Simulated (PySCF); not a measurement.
C2HF4, SMILES F[CH]C(F)(F)F, multiplicity 2.

Geometry: B3LYP-D3(BJ)/def2-SVP. The isomer is the one that the SMILES or the coordinates give; other isomers of the formula were not compared.

These are PBE/def2-TZVP (PySCF) values and carry that method's errors.

The molecule is in vacuum.

Computed frontier levels, dipole moment and polarisability:
```
Item                                                                                                             Value
---------------------------------------------------------------------------------------------  -----------------------
α spin, highest occupied and lowest empty level                                                      -5.85 and 0.36 eV
β spin, highest occupied and lowest empty level                                                     -9.13 and -3.75 eV
dipole moment                                                                                                   1.60 D
quadrupole, principal values (traceless, Buckingham form, about the centre of nuclear charge)   -2.66, -1.21, 3.87 D·Å
mean static polarisability                                                                        28.0 bohr³ (4.15 Å³)
polarisability, principal values                                                                25.1, 28.6, 30.3 bohr³
⟨S²⟩                                                                                           0.753 (pure state 0.75)
```
